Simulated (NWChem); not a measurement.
Species: C3H3BF2; SMILES CC#CB(F)F

Results from NWChem. Coordinates come from a PBE0/def2-SVP optimisation. Total energies of different functionals are on different scales.

```csv
level,energy (Ha),highest occupied level (eV),orbital gap (eV),dipole (D)
PBE/def2-TZVP,-340.4953,-6.90,4.87,3.16
B3LYP/def2-TZVP,-340.8912,-7.93,6.59,3.22
PBE0/def2-TZVP,-340.5095,___,___,3.25
PW6B95/def2-TZVP,-341.2796,-8.26,7.17,3.24
TPSSh/def2-TZVP,-340.8829,-7.44,5.91,3.17
BLYP/def2-TZVP,-340.8123,-6.75,4.85,3.14
```

Task: Fill in the missing entries.

Result: 
- PBE0/def2-TZVP, highest occupied level (eV): -8.17
- PBE0/def2-TZVP, orbital gap (eV): 7.06
